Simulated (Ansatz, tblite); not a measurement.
Removing and adding an electron: `C#Cc1ccc(C#Cc2ccc(C#Cc3ccc(C#Cc4ccc(C#Cc5ccc(C#Cc6ccc(C#Cc7ccccc7)cc6)cc5)cc4)cc3)cc2)cc1`. The state is a singlet with charge 0. Geometry: PBE-D4/def2-SVP. Ansatz, gas phase; energy differences of separate SCF runs; the oxidised species was run as a doublet alone; the reduced species was run as a doublet alone.

```xyz
86

C     1.299   -1.492  -24.164
C     1.237   -1.402  -22.942
C     1.166   -1.297  -21.521
C     2.055   -0.448  -20.810
C     1.986   -0.346  -19.422
C     1.023   -1.089  -18.686
C     0.952   -0.986  -17.271
C     0.889   -0.897  -16.042
C     0.815   -0.797  -14.628
C    -0.184   -1.498  -13.900
C    -0.257   -1.400  -12.513
C     0.667   -0.596  -11.790
C     0.592   -0.498  -10.376
C     0.526   -0.416   -9.147
C     0.448   -0.325   -7.733
C     1.420    0.403   -6.993
C     1.344    0.489   -5.606
C     0.291   -0.148   -4.893
C     0.213   -0.063   -3.479
C     0.144    0.008   -2.249
C     0.063    0.085   -0.834
C    -1.055   -0.453   -0.139
C    -1.135   -0.379    1.249
C    -0.100    0.234    2.007
C    -0.180    0.304    3.422
C    -0.251    0.362    4.653
C    -0.332    0.425    6.068
C     0.741    0.949    6.838
C     0.662    1.007    8.227
C    -0.495    0.544    8.910
C    -0.576    0.601   10.326
C    -0.645    0.648   11.557
C    -0.725    0.699   12.973
C     0.365    1.182   13.748
C     0.287    1.231   15.137
C    -0.885    0.801   15.817
C    -0.964    0.851   17.234
C    -1.033    0.894   18.464
C    -1.112    0.942   19.884
C    -0.009    1.397   20.655
C    -0.092    1.441   22.051
C    -1.267    1.037   22.706
C    -2.364    0.584   21.954
C    -2.293    0.534   20.558
C    -1.976    0.322   15.042
C    -1.898    0.272   13.653
C    -1.570    0.021    8.140
C    -1.490   -0.038    6.752
C     1.018    0.772    1.312
C     1.096    0.701   -0.076
C    -0.682   -0.875   -5.633
C    -0.604   -0.963   -7.020
C     1.666    0.105  -12.518
C     1.738    0.008  -13.905
C     0.133   -1.938  -19.399
C     0.204   -2.040  -20.787
H     1.353   -1.572  -25.240
H     2.803    0.131  -21.371
H     2.679    0.314  -18.881
H    -0.904   -2.124  -14.448
H    -1.035   -1.947  -11.960
H     2.238    0.900   -7.534
H     2.102    1.054   -5.045
H    -1.861   -0.931   -0.715
H    -2.004   -0.799    1.776
H     1.642    1.310    6.320
H     1.500    1.413    8.812
H     1.278    1.516   13.233
H     1.138    1.604   15.725
H     0.909    1.713   20.138
H     0.770    1.797   22.636
H    -1.328    1.073   23.804
H    -3.287    0.266   22.463
H    -3.150    0.181   19.966
H    -2.888   -0.013   15.557
H    -2.748   -0.103   13.065
H    -2.470   -0.340    8.658
H    -2.327   -0.446    6.167
H     1.824    1.249    1.888
H     1.965    1.122   -0.603
H    -1.501   -1.371   -5.092
H    -1.362   -1.529   -7.581
H     2.386    0.730  -11.970
H     2.515    0.556  -14.458
H    -0.615   -2.518  -18.839
H    -0.489   -2.701  -21.329
```

The xTB rows come from tblite. Single mean-field runs in def2-SVP are fitted with def2-universal-jkfit.

(1) Estimate orbital energies and vertical ionisation energies and electron affinities at: GFN1-xTB; GFN2-xTB; PBE-D4/def2-SVP; PBE0-D4/def2-SVP; r2SCAN0-D4/def2-SVP.

Answers

(1) 
```csv
level,−HOMO (eV),vertical IE (eV),−LUMO (eV),vertical EA (eV),HOMO–LUMO gap (eV),IE − EA (eV)
GFN1-xTB,10.74,11.69,8.85,7.89,1.89,3.80
GFN2-xTB,9.75,10.72,7.84,6.85,1.91,3.87
PBE-D4/def2-SVP,4.93,5.93,3.17,2.27,1.77,3.65
PBE0-D4/def2-SVP,5.70,6.42,2.62,1.99,3.08,4.43
r2SCAN0-D4/def2-SVP,5.82,6.49,2.65,2.01,3.17,4.48
```

 Raw xTB energy differences between charge states are shifted by several eV; the methods need an empirical correction for them. Sets without diffuse functions give affinities that are too small.
